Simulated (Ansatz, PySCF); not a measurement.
PySCF was given this input:
```python
from pyscf import gto, scf, dft

mol = gto.M(
    atom='''
S     0.105582   -0.001908    0.046136
H    -0.318222    0.997054   -0.765660
H    -0.350826   -0.980451   -0.772822
H    -1.020267    0.013923    0.800299
''',
    basis='cc-pvtz',
    charge=1,
    spin=0,
    verbose=4,
)

mf = dft.RKS(mol)
mf.xc = 'pbe0'
mf.grids.atom_grid = (99, 590)
mf.grids.prune = None
mf.kernel()
```

Q: Convert this to an input for Ansatz (a first-principles code).

A: Several could match; the one computed here: 
Ansatz 0.2 input:
```yaml
crystal:
  periodic: [false, false, false]
  atoms:
    - {symbol: S, position_ang: [0.10558214, -0.00190789, 0.04613646]}
    - {symbol: H, position_ang: [-0.31822157, 0.99705449, -0.76565970]}
    - {symbol: H, position_ang: [-0.35082551, -0.98045104, -0.77282250]}
    - {symbol: H, position_ang: [-1.02026722, 0.01392277, 0.80029891]}
basis:
  gaussian:
    orbitals: cc-pVTZ
hamiltonian:
  xc: pbe0
total_charge: 1
accuracy: high
```

Both were run: PySCF gave -399.545913 Eh and Ansatz -399.545913 Eh, 0.000 mEh apart.
